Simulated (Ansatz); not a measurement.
```xyz
9

N    -0.6930   -0.5805    1.4385
Hf    0.2606    0.6524    0.1384
N     0.3303   -0.3278   -1.6319
F    -0.7410    2.2801   -0.0287
F     2.0329    0.9981    0.7862
H    -1.0488   -1.5001    1.2228
H    -0.8898   -0.3748    2.4083
H    -0.3474   -0.2452   -2.3773
H     1.0962   -0.9022   -1.9563
```

Charge 0, multiplicity 1. Hf: def2 effective core potential.

Problem. List the PBE0/def2-TZVPP orbital energies in eV (Ansatz 0.2.0). (Estimate.)

Solution. Computed: Occupied: -672.94, -672.94, -390.88, -390.58, -68.11, -37.20, -36.83, -36.43, -31.17, -30.69, -23.19, -22.87, -13.65, -13.36, -12.22, -12.00, -11.76, -11.56, -11.54, -11.11, -10.89, -10.49, -7.86, -7.54. Lowest empty: -0.27, 0.13, 0.24, 0.96, 1.23, 1.43, 1.54, 2.09.
